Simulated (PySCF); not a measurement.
C2H7ClSSi.

```xyz
12

C     -1.3880    -0.1689    -1.5515
Si    -0.3518    -0.0372     0.0000
C     -1.3880    -0.1689     1.5515
S      0.8540     1.7583     0.0000
Cl     1.0446    -1.5884     0.0000
H     -2.1138     0.6595    -1.6017
H     -0.7501    -0.1244    -2.4468
H     -1.9465    -1.1190    -1.5633
H     -0.7501    -0.1244     2.4468
H     -1.9465    -1.1190     1.5633
H     -2.1138     0.6595     1.6017
H     -0.2205     2.5843     0.0000
```
Charge 0, spin multiplicity 1.

Geometry optimised at B3LYP-D3(BJ)/def2-SVP. Other conformers were not sampled.

Method: HF/pcSseg-1 (PySCF). Non-relativistic, no solvent.

Computed absolute GIAO shielding of each atom: isotropic value and principal components (ppm):
```
atom  σ(iso)    σ11    σ22     σ33   span
----  ------  -----  -----  ------  -----
C1     182.9  175.6  179.7   193.3   17.7
Si2    352.0  324.1  349.9   382.2   58.2
C3     182.9  175.6  179.7   193.3   17.7
S4     720.8  618.6  661.1   882.9  264.3
Cl5    971.1  926.0  946.2  1041.0  115.0
H6      31.5   27.2   28.9    38.3   11.0
H7      30.9   26.6   28.5    37.4   10.8
H8      31.1   26.6   28.5    38.2   11.6
H9      30.9   26.6   28.5    37.4   10.8
H10     31.1   26.6   28.5    38.2   11.6
H11     31.5   27.2   28.9    38.3   11.0
H12     31.4   23.5   27.9    42.8   19.3
```
